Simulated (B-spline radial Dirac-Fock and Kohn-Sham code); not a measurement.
ΔSCF core binding energies without Breit or QED terms, calculated with an atomic code on a B-spline grid.

A sound run for Cl⁵⁺, configuration [Ne] 3s2: The ground state converged in 9 iterations, with total energy -453.86685 Ha, virial ratio 1.99357 and highest orbital energy -95.17 eV. ΔSCF binding energies: K (1s) 2930.4 eV, L3 (2p3/2) 298.5 eV. Holes are computed only in closed shells, and unreliable hole states are left out.

A second run, with one unsound setting: The ground state had not converged after 62 iterations, with total energy -453.86481 Ha, virial ratio 1.99075 and highest orbital energy -95.08 eV. ΔSCF binding energies: K (1s) 2930.5 eV, L3 (2p3/2) 298.5 eV (not all states converged, so these are not final). Holes are computed only in closed shells, and unreliable hole states are left out.

```
iter   energy (Ha)        error
   1     -449.66880532  8.92e-01
   2     -453.71911012  2.25e-01
   3     -453.72931461  2.17e-01
   4     -453.73881341  2.09e-01
   5     -453.74765543  2.02e-01
   6     -453.75588616  1.95e-01
   7     -453.76354795  1.88e-01
   8     -453.77068019  1.81e-01
   9     -453.77731952  1.75e-01
  17     -453.81632493  1.32e-01
  25     -453.83832756  9.93e-02
  33     -453.85074223  7.48e-02
  41     -453.85774901  5.64e-02
  49     -453.86170506  4.25e-02
  57     -453.86393972  3.21e-02
  62     -453.86481099  2.69e-02
```

Question: Which fault fits the second run best?
A. too few quadrature points
B. damping too heavy
C. nuclear radius in wrong units
D. overfilled shell

Answer: B. The input had damp = 0.97; ndamp = 100: damp is so close to 1 that the orbitals hardly move in each step.
